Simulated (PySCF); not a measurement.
CH8GeSi.
Atom-mapped SMILES: `[SiH3:1][CH2:2][GeH3:3]` (hydrogens: H4, H5, H6 on Si1; H7, H8 on C2; H9, H10, H11 on Ge3)

Computed, not measured: PBE0-D3(BJ)/def2-SVP geometry optimisation, gas phase (PySCF).

(1) List the bond lengths and angles at this level.

## Answers

(1) 
| bond | length (pm) | order |
| --- | --- | --- |
| Si1–C2 | 188.0 | single |
| C2–Ge3 | 196.0 | single |
| Si1–H4, Si1–H5, Si1–H6 | 149.6 | single |
| C2–H7, C2–H8 | 110.3 | single |
| Ge3–H9, Ge3–H10, Ge3–H11 | 154.1 | single |

Bonds in one row agree within 1 pm and their mean is given. Orders are formal, as drawn. A selection of angles:
| angle | degrees |
| --- | --- |
| C2–Si1–H4 | 111.2 |
| C2–Si1–H5 | 110.2 |
| H4–Si1–H5 | 108.4 |
| Si1–C2–Ge3 | 114.5 |
| Si1–C2–H7 | 109.3 |
| Ge3–C2–H7 | 108.2 |
| H7–C2–H8 | 107.1 |
| C2–Ge3–H9 | 109.9 |
| H9–Ge3–H10 | 108.8 |

Ge3 (germanium bonded to C and 3 H) is tetrahedral (angles from 108.8° to 110.2°). Si1 (SiH3 silicon) is tetrahedral (angles from 108.3° to 111.2°).

No frequency check.

Time: 19 s; peak memory 0.48 GiB. Hardware: Arm Neoverse V1, one thread, on a shared host. These figures are those of the optimisation.
